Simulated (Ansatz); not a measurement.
B9N10H28⁺, a nanocrystal cut from zinc blende BN (hydrogen-capped) was relaxed with r2SCAN-D4 (def2-SVP) in Ansatz in these states: charge +1 singlet, neutral doublet. The geometries follow in no particular order.

Single mean-field runs in def2-SVP are fitted with def2-universal-jkfit.

A:

```xyz
47

N    -0.7449   -1.1528   -2.3989
N    -2.8585   -1.6250   -1.1313
N    -2.1501    0.7420   -1.5700
N     0.1089    0.2731   -0.4398
N    -2.0000   -0.1959    0.8224
N     3.1415    2.3223    0.0173
N     1.0424    1.8145    1.3857
N    -0.5971   -2.0877   -0.0051
N     0.2752   -0.6178    1.8787
N     2.4458   -0.0778    0.5579
B    -2.2338   -0.6858   -2.2192
B     0.1163   -1.1843   -1.0385
B     3.2141    0.8311   -0.5089
B    -2.0653   -1.6594    0.2919
B    -1.3529    0.7967   -0.1719
B     0.9661    0.3296    0.8844
B    -1.2030   -0.1380    2.2255
B     1.7020    2.8699    0.3830
B     0.2687   -2.1223    1.3574
H    -0.7123   -2.0838   -2.8265
H    -0.2638   -0.5700   -3.0922
H    -2.9377   -2.5834   -1.4863
H    -3.8362   -1.3717   -0.9563
H    -1.7348    1.4135   -2.2245
H    -3.0904    1.1229   -1.4237
H     0.6001    0.9157   -1.0760
H    -2.9341    0.1221    1.0931
H     3.4996    2.9171   -0.7353
H     3.8059    2.4806    0.7817
H     0.0837    2.1226    1.5900
H     1.5013    1.8577    2.3018
H    -0.5693   -3.0665   -0.3018
H     0.7662   -0.6464    2.7768
H     2.4312   -1.0428    0.2053
H     2.9930   -0.1537    1.4219
H    -2.8534   -0.6883   -3.2640
H     1.2296   -1.5751   -1.3331
H     2.6045    0.7721   -1.5696
H     4.3666    0.4549   -0.6031
H    -2.6571   -2.4197    1.0266
H    -1.3854    1.9510    0.2094
H    -1.2079    1.0276    2.6136
H    -1.7180   -0.8905    3.0256
H     1.0320    2.8924   -0.6421
H     1.7708    3.9548    0.9279
H     1.4043   -2.4946    1.0727
H    -0.2638   -2.8512    2.1679
```

B:

```xyz
47

N    -0.317   -2.356    1.387
N    -0.004   -3.380   -0.918
N     1.802   -2.060    0.288
N     0.254   -0.089    0.465
N     0.627   -1.069   -1.816
N     0.552    3.382    1.976
N     0.970    2.253   -0.283
N    -1.577   -1.376   -0.674
N    -0.897    0.926   -1.481
N    -1.252    1.943    0.869
B     0.684   -3.115    0.481
B    -0.949   -1.080    0.729
B    -0.699    2.453    2.269
B    -0.566   -2.061   -1.647
B     1.345   -0.760   -0.460
B    -0.237    1.256   -0.118
B     0.147    0.288   -2.506
B     1.681    2.785    1.035
B    -2.161   -0.034   -1.310
H    -1.016   -2.951    1.837
H     0.363   -1.958    2.204
H    -0.775   -4.052   -0.806
H     0.657   -3.853   -1.549
H     1.998   -1.730    1.356
H     2.679   -2.435   -0.079
H     0.720    0.034    1.397
H     1.305   -1.464   -2.473
H     0.996    3.560    2.880
H     0.258    4.310    1.658
H     1.676    1.738   -0.826
H     0.709    3.027   -0.902
H    -2.395   -1.980   -0.555
H    -1.252    1.769   -1.940
H    -1.968    1.230    1.062
H    -1.774    2.680    0.385
H     1.086   -4.160    0.975
H    -1.784   -0.613    1.497
H    -0.317    1.486    2.907
H    -1.574    3.095    2.835
H    -1.070   -2.390   -2.707
H     2.324   -0.040   -0.633
H     1.122    1.029   -2.652
H    -0.402    0.062   -3.572
H     2.193    1.837    1.606
H     2.481    3.661    0.733
H    -2.977    0.457   -0.527
H    -2.666   -0.254   -2.398
```

Question: Judge from the bond lengths which geometry belongs to which state (an estimate).

Answer: A is the charge +1 singlet (N1–H21 1.026 Å, N3–H24 1.026 Å, N1–B12 1.610 Å); B is the neutral doublet (N1–H21 1.134 Å, N3–H24 1.134 Å, N1–B12 1.568 Å).
